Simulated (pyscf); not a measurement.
A first-order saddle from PySCF, ωB97X-D3(BJ)/def2-SVP:

```xyz
13

Sb    -2.6871    -0.6619     0.5629
H     -1.2752     0.0029     1.7962
H     -2.0671    -2.1186     1.2780
H     -2.5262    -1.4656    -0.9662
Cd    -0.0222     0.4892     0.5244
C     -1.6975     1.0686    -1.0591
C      2.0313     0.9702     0.3141
H     -1.1654     0.6936    -1.9484
H     -1.4085     2.1222    -0.8791
H     -2.7650     1.1008    -1.3203
H      2.3604     1.6353     1.1270
H      2.6457     0.0575     0.3545
H      2.2186     1.4726    -0.6469
```
Charge 0, spin multiplicity 1.

Surface: singlet, charge 0. Lowest wavenumbers (cm⁻¹): 458i, 22, 65, 86, 123.

Task: Name the species on either side of this saddle.

Result: SbH₃ + H₃C–Cd–CH₃ ⇌ H₃C–SbH₂ + H₃C–CdH, a four-centre exchange read from left to right: H–Sb, C–Cd broken and C–Sb, Cd–H formed. At ωB97M-D3(BJ)/def2-TZVP it lies +173.4 kJ/mol from the left side and +173.8 kJ/mol from the right (each side as separated species at their lowest minima found). On the reactant side the descent ends in a complex (not fully relaxed), 17.9 kJ/mol under the separated species and 161.7 kJ/mol under the saddle at ωB97X-D3(BJ)/def2-TZVP. On the product side the descent ends in a complex (not fully relaxed), 20.3 kJ/mol under the separated species and 167.3 kJ/mol under the saddle at ωB97X-D3(BJ)/def2-TZVP. At the saddle there is also a short Cd–Sb contact that neither side keeps. At ωB97X-D3(BJ) the barrier from the zero used here is 143.8 kJ/mol. This is the saddle that the search found; another between the same sides may lie lower. Elements past Kr carry the def2 core potentials, without spin-orbit coupling.
